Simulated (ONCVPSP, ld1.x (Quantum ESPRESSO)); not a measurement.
**Potentials for zinc (Zn) compared**

Generated with ld1.x 7.5 (TM, RRKJ, ultrasoft, PAW), atompaw 4.2 or ONCVPSP 4.0.1. The cutoff is in Ry: for ld1.x and atompaw files where the sum of valence levels is converged to 10 mRy in a Bessel basis, for ONCV files where the hardest occupied wave has 1 mHa per electron of residual kinetic energy. The error is the largest all-electron minus pseudo excitation energy over each file’s own four to seven test configurations (ionisations up to +4, promotions, holes and added fractions of an electron), all of which were solved. The labels leave out finer settings (local radius, basis sizes, second energies), which also bear on the numbers. Spin-polarised tests are not counted. The rows are a selection from randomly drawn settings: files with unsolved tests, undetermined cutoffs or missed reference levels are left out.

A true bound ghost makes a file unfit for plane-wave use even where its test errors are small: the radial tests pick states by their node count and pass the ghost by.

| potential | cutoff (Ry) | largest error (meV) | bound ghosts |
| --- | --- | --- | --- |
| ONCV, LDA (Perdew-Wang 92), non-relativistic, rc 1.35/0.80/0.90 (spd), local smoothed, core correction no, reference 3s2 3p6 3d10 4s1, qcut 8.9/16.5/16.3, projectors 2/1/1 | 222 | +31 | none |
| ONCV, PBE, scalar-relativistic, rc 2.15/2.15 (sp), local p, core correction yes, reference 4s1 4p1, qcut 2.8/4.3, projectors 2/0 | 16 | -86 | none |
| ONCV, PBE, scalar-relativistic, rc 1.80/0.95/0.95 (spd), local d, core correction yes, reference 3p6 3d10 4s2, qcut 2.8/16.4/13.5, projectors 3/2/0 | 173 | +48 | s |
| ONCV, PBEsol, scalar-relativistic, rc 0.95/1.05/1.40/1.30 (spdf), local smoothed, core correction yes, reference 3s2 3p6 3d9, qcut 11.3/10.8/8.8/10, projectors 1/2/2/2 | 102 | +335 | none |

(1) Fill in the row for Zn: ONCV, LDA (Perdew-Zunger), fully relativistic, rc 1.08/0.64/1.48 (spd), local smoothed, core correction yes, reference 3s2 3p6 3d10 4s0.5, qcut 12.4/11.2/12.1, projectors 3/2/3.

(2) Fill in the row for Zn: TM semilocal, LDA (PZ), scalar-relativistic, rc 0.60/0.85/1.05 (spd), local p, core correction no, reference 3s2 3p6 3d10 4s0 4p0.

(3) Fill in the row for Zn: ONCV, PBE, non-relativistic, rc 1.15/0.40/0.95 (spd), local smoothed, core correction yes, reference 3s2 3p6 3d10 4s1.75, qcut 10.7/21.5/14.8, projectors 3/2/2.

Results:

(1) cutoff 380 Ry, largest error -264 meV, bound ghosts: none.

(2) cutoff 300 Ry, largest error +106 meV, bound ghosts: none.

(3) cutoff 2709 Ry, largest error +1.4 meV, bound ghosts: p.
